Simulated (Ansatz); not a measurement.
`C=C[SiH](Cl)N[SiH2]Cl` at its PBE0-D4/def2-TZVP geometry, where that method's forces vanish. Charge 0, multiplicity 1.

```tsv
atom	x (Å)	y (Å)	z (Å)
C1	1.876	1.350	0.480
C2	0.941	0.561	1.004
Si3	0.618	-1.117	0.311
Cl4	0.703	-2.550	1.790
N5	-0.954	-1.157	-0.387
Si6	-1.954	0.169	-0.808
Cl7	-1.328	1.133	-2.522
H8	2.482	1.034	-0.365
H9	2.079	2.344	0.868
H10	0.364	0.919	1.854
H11	1.676	-1.477	-0.661
H12	-1.256	-2.053	-0.746
H13	-1.932	1.185	0.263
H14	-3.315	-0.341	-1.080
```

For each bond, give half the difference of the two atoms' forces along it (eV/Å; positive pushes the atoms apart) under PBE-D4, r2SCAN-D4, B3LYP-D4, ωB97M-V in def2-TZVPP. (An estimate is asked.)

Ansatz gave: 
| bond | length (Å) | PBE-D4 | r2SCAN-D4 | B3LYP-D4 | ωB97M-V |
| --- | --- | --- | --- | --- | --- |
| C1–C2 | 1.330 | 0.35 | 0.21 | 0.10 | 0.04 |
| C1–H8 | 1.087 | 0.03 | -0.05 | -0.07 | -0.05 |
| C1–H9 | 1.086 | 0.02 | -0.08 | -0.09 | -0.07 |
| C2–Si3 | 1.844 | -0.14 | -0.07 | 0.02 | 0.03 |
| C2–H10 | 1.088 | 0.05 | -0.02 | -0.08 | -0.06 |
| Si3–Cl4 | 2.061 | 0.15 | 0.05 | 0.18 | 0.06 |
| Si3–N5 | 1.721 | 0.09 | 0.02 | 0.05 | 0.06 |
| Si3–H11 | 1.481 | 0.04 | -0.03 | -0.15 | -0.19 |
| N5–Si6 | 1.713 | 0.09 | 0.02 | 0.07 | 0.09 |
| N5–H12 | 1.012 | 0.17 | 0.02 | -0.03 | -0.03 |
| Si6–Cl7 | 2.063 | 0.14 | 0.06 | 0.22 | 0.09 |
| Si6–H13 | 1.476 | 0.04 | -0.03 | -0.13 | -0.15 |
| Si6–H14 | 1.479 | 0.04 | -0.05 | -0.15 | -0.17 |

B3LYP here is the variant with VWN-RPA as its local correlation; programs differ in this.
